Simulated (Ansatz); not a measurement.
Relaxation of WO2F2 with RKS PBE-D4/def2-SVP.

```sh
$ ansatz run in.yaml --threads 4 --pin off --events-out ev --progress --plain --max-ram 3916MiB
```

```yaml
crystal:
  periodic: [false, false, false]
  atoms:
    - {symbol: W, position_ang: [0.083510, -0.000400, 0.056450]}
    - {symbol: O, position_ang: [0.025410, -0.017510, 1.740280]}
    - {symbol: O, position_ang: [1.645630, 0.011240, -0.574660]}
    - {symbol: F, position_ang: [-0.880420, 1.420790, -0.598300]}
    - {symbol: F, position_ang: [-0.874140, -1.414120, -0.623770]}
basis:
  gaussian: {orbitals: def2-SVP}
hamiltonian: {xc: pbe, dispersion: d4}
scf: {omitted_lower_state_checks: [starts]}
output: {orbitals: {seedname: orbitals}}
relax: {f_tol: 0.02, max_steps: 100}
```

It took 4.3 s on 4 threads of Arm Neoverse V2 on a shared host.

Positions (Å) and forces (eV/Å) at steps 1, 2, 3, 4, 5 of 5:

```xyz
5
step=1 energy=-11344.1035 eV
W     0.084    0.000    0.056   -2.498    0.005   -1.713
O     0.025   -0.018    1.740    0.645   -0.017    2.358
O     1.646    0.011   -0.575    2.445    0.005   -0.216
F    -0.880    1.421   -0.598   -0.302    1.178   -0.201
F    -0.874   -1.414   -0.624   -0.289   -1.171   -0.227
5
step=2 energy=-11344.3958 eV
W     0.006    0.000    0.003    0.124   -0.002    0.101
O     0.061   -0.016    1.727    0.027    0.006   -0.509
O     1.644    0.010   -0.537   -0.467   -0.005    0.195
F    -0.859    1.558   -0.582    0.157   -0.052    0.107
F    -0.851   -1.551   -0.611    0.159    0.053    0.107
5
step=3 energy=-11344.4102 eV
W    -0.015    0.000   -0.010    0.172   -0.001    0.120
O     0.058   -0.016    1.706   -0.050    0.001   -0.168
O     1.622    0.009   -0.532   -0.176   -0.001    0.011
F    -0.837    1.588   -0.566    0.027   -0.002    0.019
F    -0.829   -1.581   -0.597    0.027    0.003    0.019
5
step=4 energy=-11344.4110 eV
W    -0.016    0.000   -0.011   -0.134    0.002   -0.094
O     0.052   -0.016    1.701    0.009   -0.001    0.060
O     1.615    0.009   -0.537    0.059    0.000   -0.012
F    -0.830    1.597   -0.561    0.034   -0.062    0.023
F    -0.821   -1.590   -0.592    0.033    0.061    0.024
5
step=5 energy=-11344.4113 eV
W    -0.017    0.000   -0.012   -0.005    0.000   -0.003
O     0.052   -0.016    1.702   -0.001    0.000    0.003
O     1.616    0.009   -0.538    0.003    0.000   -0.002
F    -0.830    1.595   -0.561    0.002   -0.001    0.001
F    -0.821   -1.588   -0.591    0.001    0.001    0.001
```

In the def2 sets W takes a core potential; there is no spin–orbit coupling.
